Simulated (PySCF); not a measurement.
Working out the excitation energy of Cl

Cl [Ne] 3s2 3p5 (2P) → Cl [Ne] 3s1 3p6 (2S). All numbers are calculated (PySCF 2.14, scalar relativity by spin-free X2C-1e, in x2c-TZVPPall). Frozen: 1s2. Energies in hartree (1 hartree = 27.21139 eV):

| part | Cl (lower) | Cl (upper) |
| --- | --- | --- |
| UHF | -460.887827 | -460.314828 |
| MP2 opposite-spin | -0.234380 | -0.315554 |
| MP2 same-spin | -0.088090 | -0.100226 |

Task: What does Hartree-Fock give?

Result: (-460.314828) − (-460.887827) = 0.572999 hartree = 15.592 eV.

Task: What do MP2 and SCS-MP2 (6/5 opposite-spin, 1/3 same-spin) give?

Result: The opposite-spin parts differ by -2.209 eV and the same-spin parts by -0.330 eV. MP2: 15.592 + (-2.209) + (-0.330) = 13.053 eV. SCS-MP2: 15.592 + 1.2 × (-2.209) + (-0.330)/3 = 12.831 eV.

Measured between the centres of the two terms (NIST): 10.586 eV, so MP2 (valence and next inner shell) is off by 2.467 eV.

The upper state lies above the first ionisation limit, where it may autoionise and the basis confines it.

What remains against the reference includes basis incompleteness, the frozen core and correlation beyond second order.
